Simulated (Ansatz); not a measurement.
Consider the substitution at a C–O bond: `OC(O)[SiH2][SiH3]` + H–F → `OC(F)[SiH2][SiH3]` + H₂O.

Calculated with Ansatz (gas phase, PBE0-D4/def2-TZVP geometries, no zero-point term in ΔE). CCSD(T)/CBS adds triple-zeta CCSD(T) − MP2 to the extrapolated MP2 energy (def2 sets, frozen cores). This one scheme is used for every species. Functionals use def2-TZVPP. One conformer a species, not always the lowest.

Problem. Is it downhill or uphill in electronic energy at CCSD(T)/CBS, and by how much? (An estimate is asked.)

Solution. The calculation gave: Nearly level: ΔE = +0.3 kcal/mol.

Problem. What do these levels give: PBE-D4, r2SCAN-D4, PBE0-D4, ωB97X-V, ωB97M-V, B2PLYP, PBE, PBE0, HF/def2-TZVPP, CCSD/def2-TZVPP, SCS-MP2/def2-QZVPP, CCSD/CBS(def2)? (Best estimate.)

Solution. Computed: PBE-D4 -0.4, r2SCAN-D4 -1.1, PBE0-D4 0.0, ωB97X-V -1.1, ωB97M-V -0.9, B2PLYP -0.9, PBE -1.0, PBE0 -0.6, HF/def2-TZVPP -2.6, CCSD/def2-TZVPP 0.1, SCS-MP2/def2-QZVPP 0.3, CCSD/CBS(def2) -0.1 kcal/mol.

Largest T1 diagnostic among the species: 0.013.

In def2-TZVPP, CCSD(T) changes the Hartree–Fock value by +3.1 kcal/mol (the triples alone add +0.4 kcal/mol) and MP2 by +4.0 kcal/mol. The D4 term adds +0.9 kcal/mol with B3LYP and +0.5 kcal/mol with PBE0; it sums over pairs of atoms, weighted by their polarisabilities, and B3LYP, whose exchange is more repulsive, gets the larger term.

B3LYP here is the variant with VWN-RPA as its local correlation; programs differ in this.
